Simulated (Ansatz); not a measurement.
V₃⁺, relaxed as a singlet with RKS PBE0-D4/def2-TZVP in Ansatz, starting from the GFN2-xTB geometry. Force threshold 0.02 eV/Å.

The restricted singlet is unstable: a solution with broken spin symmetry lies lower. At PBE0-D4/def2-TZVP a quintet of charge 1 lies 2.95 eV below the restricted singlet, each at its own geometry. The structure comes from a short search, and lower isomers may exist.

Start:

| atom | x (Å) | y (Å) | z (Å) |
| --- | --- | --- | --- |
| V1 | 1.372 | -1.647 | 0.188 |
| V2 | 0.208 | 0.207 | -0.433 |
| V3 | -1.580 | 1.439 | 0.245 |

| step | energy (eV) | largest force component (eV/Å) | SCF passes |
| --- | --- | --- | --- |
| 1 | -77028.0328 | 1.947 | 295 |
| 2 | -77028.9296 | 2.750 | 90 |
| 3 | -77030.0950 | 3.088 | 209 |
| 4 | -77031.0472 | 1.429 | 57 |
| 5 | -77031.8257 | 1.227 | 62 |
| 6 | -77032.2779 | 0.353 | 55 |
| 7 | -77032.2941 | 0.193 | 52 |
| 8 | -77032.2985 | 0.244 | 49 |
| 9 | -77032.3048 | 0.269 | 47 |
| 10 | -77032.3396 | 0.613 | 49 |
| 11 | -77032.4377 | 0.594 | 53 |
| 12 | -77032.4432 | 0.257 | 41 |
| 13 | -77032.4446 | 0.020 | 42 |

Force components are those of the run's own axes.

End:

| atom | x (Å) | y (Å) | z (Å) |
| --- | --- | --- | --- |
| V1 | 0.565 | -1.122 | 0.525 |
| V2 | 0.306 | 0.565 | -0.900 |
| V3 | -0.872 | 0.557 | 0.375 |

Bonds formed: V1–V3 (atoms count from 1).

No frequencies were taken in this run, so the end may be a saddle point.

Hardware: 4 threads of Intel Xeon 6975P-C on a shared host. Wall time 28 s.
